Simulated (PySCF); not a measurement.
**Cr (chromium, neutral): UHF calculation**

Configuration: [Ar] 3d4 4s1 5s1, high-spin 7D determinant (an excited configuration). Calculation: PySCF 2.14, in aug-cc-pVTZ-DK; the spin-free X2C one-electron Hamiltonian (Gaussian nucleus).

```json
{
  "Total energy": "-1049.490831 hartree",
  "One-electron energy": "-1439.6594 hartree",
  "Hartree (Coulomb) energy": "438.0840 hartree",
  "Exchange energy": "-47.9154 hartree",
  "⟨S²⟩": "12.0011",
  "⟨L²⟩": "6.018",
  "Sum of ⟨r⟩": "26.54 bohr",
  "Sum of ⟨r²⟩": "112.7 bohr²",
  "Traceless quadrupole moment −½Σ⟨3z² − r²⟩ along its main axis": "0.133 e·bohr²",
  "Langevin diamagnetic susceptibility": "-89.3 ×10⁻⁶ cm³/mol"
}
```

```
shell  electrons  mean orbital energy (hartree)  spread (hartree)  rms radius, mean of both spins (bohr)
 1s α          1                     -222.38307                 0                                 0.0734
 1s β          1                     -222.37866                 0                                 0.0734
 2s α          1                      -26.98555                 0                                  0.316
 2s β          1                      -26.88965                 0                                  0.316
 2p α          3                      -22.61949           0.00105                                  0.287
 2p β          3                      -22.52650           0.02785                                  0.287
 3s α          1                       -3.86311                 0                                  0.964
 3s β          1                       -3.54636                 0                                  0.964
 3p α          3                       -2.59915           0.04727                                   1.04
 3p β          3                       -2.22342           0.07086                                   1.04
 3d α          4                       -0.71968           0.06285                                   1.38
 4s α          1                       -0.40602                 0                                   3.20
 5s α          1                       -0.08535                 0                                   9.26
```

The outer electron is Rydberg-like, and this basis confines it to a smaller radius and binds it less than a complete one would.

Densities and radii are taken from the X2C orbitals without a picture-change correction, which distorts them close to the nucleus.

Spin-orbit constants ζ (cm⁻¹) from the X2C one-electron operator on these orbitals: bare nucleus, nucleus screened by l(l+1)(2l+1)/3 electrons, and screened by the Breit-Pauli mean field of the electrons.

| shell | bare | screened nucleus | mean field |
| --- | --- | --- | --- |
| 2p | 49410 | 45290 | 43430 |
| 3p | 5728 | 5251 | 5000 |
| 3d | 473.3 | 276.1 | 243.4 |

To first order the Landé constant is A = 40.57 cm⁻¹, so the lowest level has J = 1 and lies 0.0402 eV below the centre of the term. This holds in LS coupling only.
